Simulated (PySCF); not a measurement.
**Frontier levels across methods**

Compound: C5H5NSi.
Structure used (PBE0-D3(BJ)/def2-SVP), in Å, numbered top down from 1:
```
atom  x, y, z in Å
N1     3.4255    0.7241   -0.7105
C2     2.3062    0.5423   -0.4562
C3     0.9482    0.2738   -0.1664
C4     0.1105    1.1370    0.4670
C5    -1.2706    0.6805    0.6834
C6    -1.5894   -0.5543    0.2368
Si7   -0.0536   -1.2836   -0.5480
H8     0.4287    2.1274    0.8073
H9    -1.9811    1.3424    1.1896
H10   -2.5895   -0.9761    0.3538
H11    0.4771   -2.4937    0.1437
H12   -0.1738   -1.5497   -2.0104
```

Basis pcSseg-1 throughout (PySCF), one geometry. Geometry: PBE0-D3(BJ)/def2-SVP; no solvent, vibrations or thermal averaging.

**Question.** How do the orbital energies, the gap and the dipole change with the method?

**Answer.** 
```tsv
method	kind	HOMO (eV)	LUMO (eV)	gap (eV)	μ (D)	SCF cycles
KT2	GGA	-6.38	-3.47	2.91	4.71	16
BP86	GGA	-6.51	-3.60	2.91	4.75	16
B97-2	global hybrid	-7.17	-2.71	4.45	4.86	14
PBE0	global hybrid	-7.41	-2.68	4.73	4.87	14
mPW1PW91	global hybrid	-7.43	-2.70	4.73	4.88	14
HF	Hartree–Fock	-9.42	0.88	10.30	5.28	13
LC-wPBE	range-separated hybrid	-9.96	-0.55	9.40	4.85	14
```

The HOMO spans 3.57 eV, from KT2 down to LC-wPBE, and the gap runs from 2.91 eV (KT2) to 10.30 eV (HF). Over the methods KT2 (0 %), BP86 (0 %), B97-2 (21 %), PBE0 (25 %), mPW1PW91 (25 %), HF (100 %), a straight line through the gap against the share of exact exchange rises by 0.74 eV for each 10 % (correlation coefficient 1.000). The dipole ranges from 4.71 D (KT2) to 5.28 D (HF). This basis has no diffuse functions.
